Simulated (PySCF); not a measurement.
Species: 1,4-dibromobenzene, C₆H₄Br₂.
Bonds: Br1–C2, C2–C3 (aromatic), C3–C4 (aromatic), C4–C5 (aromatic), C5–Br6, C5–C7 (aromatic), C7–C8 (aromatic), C2–C8 (aromatic). Hydrogens: H9 on C3; H10 on C4; H11 on C7; H12 on C8.

Level: B3LYP/def2-SVPD in PySCF, non-relativistic, on one gas-phase PBE0-D3(BJ)/def2-SVP geometry that isn't relaxed in the solvent. The solvent is an IEF-PCM continuum (cavity from Bondi-type radii × 1.2), and excitations are vertical TDDFT with non-equilibrium linear response and a frozen core. Specific hydrogen bonds and non-electrostatic terms are outside this model. Spin–orbit coupling is left out although an atom past zinc is present.

Gas-phase singlets (H = HOMO, L = LUMO):

```tsv
state	E (eV)	λ (nm)	f	leading configuration
S1	4.800	258	0.006	H→L 81%
S2	5.188	239	0.000	H→L+2 98%
S3	5.239	237	0.329	H→L+1 90%
S4	5.537	224	0.002	H→L+3 94%
S5	6.037	205	0.000	H-2→L+1 97%
```

Q: What are the lowest 5 singlets in chloroform (ε = 4.711)?

A: 
| state | E (eV) | λ (nm) | f | leading configuration | change by rank (eV) |
| --- | --- | --- | --- | --- | --- |
| S1 | 4.861 | 255 | 0.007 | H→L+1 82% | +0.061 |
| S2 | 5.218 | 238 | 0.459 | H→L 94% | +0.030 |
| S3 | 5.237 | 237 | 0.000 | H→L+2 98% | -0.002 |
| S4 | 5.539 | 224 | 0.002 | H→L+3 94% | +0.002 |
| S5 | 6.130 | 202 | 0.000 | H-2→L 99% | +0.093 |

Q: What are the lowest 5 singlets in dimethylsulfoxide (ε = 46.83)?

A: 
```
state  E (eV)  λ (nm)      f  leading configuration  change by rank (eV)
   S1   4.884     254  0.006              H→L+1 81%               +0.084
   S2   5.234     237  0.465                H→L 94%               +0.046
   S3   5.261     236  0.000              H→L+2 98%               +0.022
   S4   5.547     224  0.002              H→L+3 95%               +0.010
   S5   6.157     201  0.000              H-2→L 92%               +0.120
```

Q: The ground-state energy changes by -0.132 eV from gas to dimethylsulfoxide. By how much does the total energy of gas-phase S1 change?

A: E(S1) = E(S0) + excitation energy, so it changes by -0.132 + 0.084 = -0.048 eV: it is lowered less than the ground state, which is what a blue shift means. This is the vertical state, with the slow part of the continuum still set for S0.

Q: How do the frontier levels move from gas to dimethylsulfoxide?

A: 
```
orbital  gas (eV)  solvent (eV)  change (eV)                    Löwdin shares, gas                Löwdin shares, solvent
 LUMO+2     -0.67         -0.52        +0.15  Br6 28 %, Br1 28 %, C5 10 %, C2 10 %  Br1 29 %, Br6 29 %, C2 11 %, C5 11 %
 LUMO+1     -1.21         -1.03        +0.18    C2 21 %, C5 21 %, C7 12 %, C3 12 %    C3 18 %, C7 18 %, C4 18 %, C8 18 %
   LUMO     -1.21         -1.08        +0.13    C4 20 %, C8 20 %, C3 16 %, C7 16 %    C2 22 %, C5 21 %, C8 10 %, C4 10 %
   HOMO     -6.83         -6.77        +0.06  Br1 23 %, Br6 23 %, C5 15 %, C2 15 %  Br6 22 %, Br1 22 %, C2 16 %, C5 16 %
 HOMO-1     -7.86         -7.67        +0.19    C4 20 %, C3 20 %, C8 20 %, C7 20 %    C4 20 %, C8 20 %, C3 20 %, C7 20 %
 HOMO-2     -8.20         -8.19        +0.01                    Br1 42 %, Br6 42 %                    Br6 42 %, Br1 42 %
 HOMO-3     -8.33         -8.33         0.00    Br6 38 %, Br1 38 %, C5 6 %, C2 6 %    Br6 38 %, Br1 38 %, C5 6 %, C2 6 %
```

The HOMO–LUMO gap goes from 5.62 to 5.70 eV. Rows go by rank; for LUMO and LUMO+1 the atom shares or the degeneracy differ between the runs, so the row needn't follow one orbital. Shares within a degenerate set are those of one arbitrary member.
